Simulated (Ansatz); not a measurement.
Cost and result for the atomization energy of C3H5ClSi, SMILES `ClCC1=C[SiH2]1` (10 atoms, 10 bonds).

```tsv
atom	x (Å)	y (Å)	z (Å)
Cl1	2.1582	0.2958	-1.5866
C2	0.5370	-0.4277	-1.3879
C3	-0.0388	-0.1130	-0.0680
C4	-0.6942	-0.7690	0.8878
Si5	-0.4665	0.9750	1.3130
H6	-0.0856	-0.0140	-2.1824
H7	0.6460	-1.5019	-1.5418
H8	-1.0265	-1.7894	1.0386
H9	-1.5829	1.9470	1.2265
H10	0.5533	1.3971	2.3007
```

The species carries charge 0 and has multiplicity 1. The structure was optimised at the PBE0-D4/def2-TZVP level. It is one conformer, not always the lowest. Program: Ansatz. All runs use 4 threads of a server CPU on a shared host. Times are those of one run each, without the atoms' runs, and a repeat can differ threefold. Electronic energies, without spin–orbit coupling; frozen cores. CCSD(T)/CBS adds CCSD(T) − MP2 in def2-TZVPP to the MP2 limit, and its time is that of the two runs behind it. T1 = 0.012.

CCSD(T)/CBS is a level of theory with its own doubt, some kJ/mol a heavy atom from the limit and from the frozen cores, so smaller differences don't rank the functionals.

```
                             level  functions  wall time
   PBE-D4/def2-TZVPP (with forces)        247      2.7 s
                PBE0-D4/def2-TZVPP        247      3.3 s
               BHLYP-D4/def2-TZVPP        247      3.4 s
                  CCSD(T)/def2-SVP        103      3.4 s
r2SCAN-D4/def2-TZVPP (with forces)        247      4.4 s
             r2SCANh-D4/def2-TZVPP        247      5.5 s
                 B2PLYP/def2-TZVPP        247      6.5 s
                 B97M-V/def2-TZVPP        247      7.5 s
                ωB97X-V/def2-TZVPP        247        8 s
  ωB97M-V/def2-TZVPP (with forces)        247       11 s
                    MP2/def2-QZVPP        461       22 s
                CCSD(T)/def2-TZVPP        247       73 s
                 CCSD(T)/CBS(def2)          –       95 s
```

(1) What atomization energy does each give, and how far from CCSD(T)/CBS? (Estimate.)

Answers

(1) The calculation gave: 
| level | atomization (kJ/mol) | difference from CCSD(T)/CBS | per bond |
| --- | --- | --- | --- |
| PBE-D4/def2-TZVPP (with forces) | 3827.5 | 103.9 | 10.4 |
| PBE0-D4/def2-TZVPP | 3765.9 | 42.3 | 4.2 |
| BHLYP-D4/def2-TZVPP | 3616.5 | -107.1 | -10.7 |
| CCSD(T)/def2-SVP | 3524.5 | -199.1 | -19.9 |
| r2SCAN-D4/def2-TZVPP (with forces) | 3750.0 | 26.4 | 2.6 |
| r2SCANh-D4/def2-TZVPP | 3728.3 | 4.7 | 0.5 |
| B2PLYP/def2-TZVPP | 3683.3 | -40.3 | -4.0 |
| B97M-V/def2-TZVPP | 3756.2 | 32.6 | 3.3 |
| ωB97X-V/def2-TZVPP | 3742.4 | 18.8 | 1.9 |
| ωB97M-V/def2-TZVPP (with forces) | 3744.7 | 21.1 | 2.1 |
| MP2/def2-QZVPP | 3760.3 | 36.7 | 3.7 |
| CCSD(T)/def2-TZVPP | 3623.2 | -100.4 | -10.0 |
| CCSD(T)/CBS(def2) | 3723.6 | 0.0 | 0.0 |

From r2SCAN to r2SCAN0 (25 % exact exchange), in def2-TZVPP and without D4, the atomization energy moves by −53.6 kJ/mol: exact exchange takes away binding that semilocal exchange gives to molecules. In def2-TZVPP, CCSD(T) changes the Hartree–Fock value by +907.4 kJ/mol (the triples alone add +66.5 kJ/mol) and MP2 by +985.0 kJ/mol; breaking electron pairs costs correlation energy, which Hartree–Fock lacks. At CCSD(T), def2-SVP lies −199.1 kJ/mol from the extrapolated value and def2-TZVPP −100.4 kJ/mol: correlation converges slowly with the basis, and small sets miss more of it in the bonded molecule than in its fragments.
